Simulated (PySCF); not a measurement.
BH₅NSi₂, BFHNSi, AlBClHN (calculated)

Calculation on a computer-drawn molecule: the log of a Hartree-Fock and frozen-core CCSD(T) single point meant for a local Hartree-Fock minimum, with one planted fault or none, to be diagnosed. Offsets are logged minus clean, where the clean run is the same molecule without the fault. The reference is restricted for singlets and unrestricted otherwise, and also for a bond in bohr or an excited solution. Adding or removing an electron swaps singlet and doublet. The excited solution moves the top pair (singlet) or top alpha electron (doublet) to the lowest empty orbital. Highest occupied and lowest empty are orbital energies over both spins, largest force is the largest gradient component, triples share is (T) over the correlation energy, the T1 limit is 0.02 restricted and 0.045 unrestricted, electrons count all cores, a negative frequency is imaginary (commonest isotopes), and the dipole is about the centre of nuclear charge. Program: PySCF 2.14.0.

Common to all runs: meant multiplicity 1; meant basis cc-pV(D+d)Z; logged SCF converged yes; logged CC converged yes; logged SCF stable within its kind yes; possible faults no fault, one electron removed, one electron added, multiplicity raised by two, geometry at a saddle point, SCF held on an excited solution, minimal basis STO-3G, one bond length entered in bohr, all coordinates scaled.

(1) 
```xyz
9
formula=BH5NSi2 meant_charge=1 logged_electrons=44 logged_basis_functions=99 logged_spin_squared=2.0292 logged_highest_occupied=-11.952 logged_lowest_empty=-7.2897 logged_largest_force=0.11013 logged_T1_diagnostic=0.098539 logged_D1_diagnostic=0.61191 logged_triples_share=0.041574 logged_dipole_magnitude=6.5481 logged_energy_HF=-659.54656 logged_energy_CCSD(T)=-660.00519 planted_fault=multiplicity_raised_by_two HF_energy_offset_from_clean_run=53.58 CCSD(T)_energy_offset_from_clean_run=70.2
N     -2.2665     3.5909    -1.5334
B     -1.3918     3.0801    -0.8521
Si    -0.0964     1.9850     0.1904
Si    -1.0850    -0.1395    -0.3124
H     -2.9440     4.0749    -2.0698
H     -0.1839     2.1272     1.6495
H      1.2644     1.9285    -0.3587
H     -0.7483    -0.9293    -1.5044
H     -2.1747    -0.7336     0.4734
```

Units: logged_highest_occupied, logged_lowest_empty in eV; logged_largest_force in hartree/bohr; logged_dipole_magnitude in debye; logged_energy_HF, logged_energy_CCSD(T) in hartree; HF_energy_offset_from_clean_run, CCSD(T)_energy_offset_from_clean_run in kcal/mol.

Drawn bonds:
```tsv
atom	other atom	order
1	2	2
2	3	1
3	4	1
1	5	1
3	6	1
3	7	1
4	8	1
4	9	1
```

Notes: T1 above single-reference limit.

(2) 
```xyz
5
formula=BFHNSi meant_charge=0 logged_electrons=36 logged_basis_functions=70 logged_spin_squared=0 logged_highest_occupied=-9.5232 logged_lowest_empty=0.28714 logged_largest_force=0.01947 logged_T1_diagnostic=0.018499 logged_D1_diagnostic=0.052896 logged_triples_share=0.030227 logged_dipole_magnitude=1.2348 logged_energy_HF=-468.10714 logged_energy_CCSD(T)=-468.65032 planted_fault=all_coordinates_scaled,by_-1.4_% HF_energy_offset_from_clean_run=0.7908 CCSD(T)_energy_offset_from_clean_run=2.498
N     -0.4593    -0.2227     2.9649
B      0.2812    -0.4651     2.0351
Si     1.6017    -0.7335     0.5021
F      1.0330    -2.1432    -0.0161
H     -1.0674    -0.0538     3.7046
```

Units: logged_highest_occupied, logged_lowest_empty in eV; logged_largest_force in hartree/bohr; logged_dipole_magnitude in debye; logged_energy_HF, logged_energy_CCSD(T) in hartree; HF_energy_offset_from_clean_run, CCSD(T)_energy_offset_from_clean_run in kcal/mol.

Drawn bonds:
```tsv
atom	other atom	order
1	2	2
2	3	1
3	4	1
1	5	1
```

(3) 
```xyz
5
formula=AlBClHN meant_charge=1 logged_electrons=42 logged_basis_functions=79 logged_spin_squared=0 logged_highest_occupied=-17.601 logged_lowest_empty=-4.5309 logged_largest_force=0.13872 logged_T1_diagnostic=0.01542 logged_D1_diagnostic=0.039767 logged_triples_share=0.032691 logged_dipole_magnitude=1.4096 logged_energy_HF=-780.90045 logged_energy_CCSD(T)=-781.35071 planted_fault=all_coordinates_scaled,by_-7.4_% HF_energy_offset_from_clean_run=27.52 CCSD(T)_energy_offset_from_clean_run=35.68
N     -0.3863    -0.4619    -1.1096
B     -1.0518    -0.6740    -0.2283
Al    -2.1730    -1.0298     1.2542
Cl    -3.2770    -1.3796     2.7113
H      0.1578    -0.2879    -1.8302
```

Units: logged_highest_occupied, logged_lowest_empty in eV; logged_largest_force in hartree/bohr; logged_dipole_magnitude in debye; logged_energy_HF, logged_energy_CCSD(T) in hartree; HF_energy_offset_from_clean_run, CCSD(T)_energy_offset_from_clean_run in kcal/mol.

Drawn bonds:
```tsv
atom	other atom	order
1	2	2
2	3	1
3	4	1
1	5	1
```

(4) 
```xyz
5
formula=AlBClHN meant_charge=1 logged_electrons=42 logged_basis_functions=29 logged_spin_squared=0 logged_highest_occupied=-15.418 logged_lowest_empty=-0.73037 logged_largest_force=0.065787 logged_T1_diagnostic=0.019366 logged_D1_diagnostic=0.050743 logged_triples_share=0.033579 logged_dipole_magnitude=3.4236 logged_energy_HF=-772.19181 logged_energy_CCSD(T)=-772.37347
N     -0.4172    -0.4989    -1.1983
B     -1.1359    -0.7278    -0.2465
Al    -2.3466    -1.1121     1.3544
Cl    -3.5389    -1.4898     2.9280
H      0.1704    -0.3109    -1.9764
```

Units: logged_highest_occupied, logged_lowest_empty in eV; logged_largest_force in hartree/bohr; logged_dipole_magnitude in debye; logged_energy_HF, logged_energy_CCSD(T) in hartree.

Drawn bonds:
```tsv
atom	other atom	order
1	2	2
2	3	1
3	4	1
1	5	1
```

Question: Which fault was planted in the run of AlBClHN (entry 4)?
Answer: minimal basis STO-3G

Further results for AlBClHN (entry 4):

* HF energy offset from clean run: 5492 kcal/mol
* CCSD(T) energy offset from clean run: 5669 kcal/mol
